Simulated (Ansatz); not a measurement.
BrClHOSi, SMILES `O[Si](Cl)Br` radical, relaxed with UKS PBE0-D4/def2-TZVP in Ansatz from a PBE-D4/def2-SVP geometry. The force threshold is 0.005 eV/Å; the program also tests the step.

Total charge 0; spin multiplicity 2.

Start:

```xyz
5

O    -0.540   -1.128   -0.141
Si    0.293    0.151    0.549
Cl    1.530    1.036   -0.900
Br   -1.263    1.597    1.270
H    -0.019   -1.656   -0.777
```

| step | energy (eV) | largest force (eV/Å) | largest move (Å) |
| --- | --- | --- | --- |
| 1 | -92496.7378 | 1.011 | 0.000 |
| 2 | -92496.7786 | 0.511 | 0.034 |
| 3 | -92496.7871 | 0.117 | 0.015 |
| 4 | -92496.7878 | 0.080 | 0.012 |
| 5 | -92496.7884 | 0.060 | 0.006 |
| 6 | -92496.7890 | 0.022 | 0.015 |
| 7 | -92496.7890 | 0.021 | 0.005 |
| 8 | -92496.7891 | 0.009 | 0.002 |
| 9 | -92496.7891 | 0.004 | 0.004 |

End:

```xyz
5

O    -0.499   -1.121   -0.112
Si    0.289    0.149    0.544
Cl    1.504    1.012   -0.881
Br   -1.251    1.580    1.243
H    -0.042   -1.620   -0.794
```

It took 27 s on 4 threads of a server CPU on a shared host, with 0.6 GiB of host memory at the peak.
